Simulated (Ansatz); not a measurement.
```xyz
8

O     0.868    1.567    1.164
Si    0.438    0.794   -0.215
Si   -0.915   -0.993   -0.351
S     1.238   -1.149   -0.589
H     0.887    1.049    1.971
H     0.615    1.789   -1.290
H    -1.432   -1.678    0.860
H    -1.699   -1.379   -1.550
```

Charge 0, multiplicity 1.

(1) List the PBE/def2-TZVPP orbital energies in eV (Ansatz 0.2.0). (Estimate.)

Answers

(1) The calculation gave: Occupied: -2395.58, -1780.68, -1780.13, -510.83, -208.53, -154.63, -154.60, -154.51, -138.29, -137.84, -95.07, -95.03, -94.99, -94.63, -94.54, -94.54, -25.54, -18.24, -14.13, -12.83, -11.12, -9.84, -9.04, -8.90, -8.78, -7.71, -6.48, -6.00. Lowest empty: -1.33, -1.15, -0.63, -0.08, 0.10, 0.30, 1.78, 2.17.
